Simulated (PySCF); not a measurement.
## Bromine: a sound run and one with changed settings

Sound run: Br [Ar] 3d10 4s2 4p5, Br+ [Ar] 3d10 4s2 4p4. All numbers are calculated (PySCF 2.14, the spin-free X2C one-electron Hamiltonian (Gaussian nucleus), in x2c-SVPall (5s4p3d, 32 functions)). In the sound run the correlated levels freeze [Ar] 3d10. The sound run starts from symmetry-adapted Hartree-Fock orbitals and uses a fine grid where one is needed.

Changed run: no relativity, point nucleus. This setting is unsound on purpose.

```json
{"species": "Br", "method": "UHF", "sound run (hartree)": "-2603.95704", "changed run (hartree)": "-2557.63178", "converged": "yes"}
{"species": "Br", "method": "PBE0", "sound run (hartree)": "-2605.46054", "changed run (hartree)": "-2559.13937", "converged": "yes"}
{"species": "Br", "method": "BP86", "sound run (hartree)": "-2606.08332", "changed run (hartree)": "-2559.76416", "converged": "yes"}
{"species": "Br", "method": "MP2", "sound run (hartree)": "-2604.05483", "changed run (hartree)": "-2557.72965", "converged": "yes"}
{"species": "Br", "method": "CCSD(T)", "sound run (hartree)": "-2604.07064", "changed run (hartree)": "-2557.74597", "converged": "yes"}
{"species": "Br+", "method": "UHF", "sound run (hartree)": "-2603.56151", "changed run (hartree)": "-2557.22937", "converged": "yes"}
{"species": "Br+", "method": "PBE0", "sound run (hartree)": "-2605.02712", "changed run (hartree)": "-2558.69881", "converged": "yes"}
{"species": "Br+", "method": "BP86", "sound run (hartree)": "-2605.64512", "changed run (hartree)": "-2559.31899", "converged": "yes"}
{"species": "Br+", "method": "MP2", "sound run (hartree)": "-2603.63875", "changed run (hartree)": "-2557.30728", "converged": "yes"}
{"species": "Br+", "method": "CCSD(T)", "sound run (hartree)": "-2603.65586", "changed run (hartree)": "-2557.32516", "converged": "yes"}
```

Ionisation energy of Br:

| method | sound run (eV) | changed run (eV) |
| --- | --- | --- |
| UHF | 10.763 | 10.950 |
| PBE0 | 11.794 | 11.988 |
| BP86 | 11.924 | 12.114 |
| MP2 | 11.322 | 11.493 |
| SCS-MP2 | 11.304 | 11.476 |
| CCSD | 11.282 | 11.447 |
| CCSD(T) | 11.287 | 11.451 |

Most of the change in total energy is the relativistic energy itself. On top of that the contraction fixes the core shape for the Hamiltonian it was made with, so the changed run is not a good calculation with the other Hamiltonian either.

For comparison, NIST gives 11.814 eV between the lowest levels.
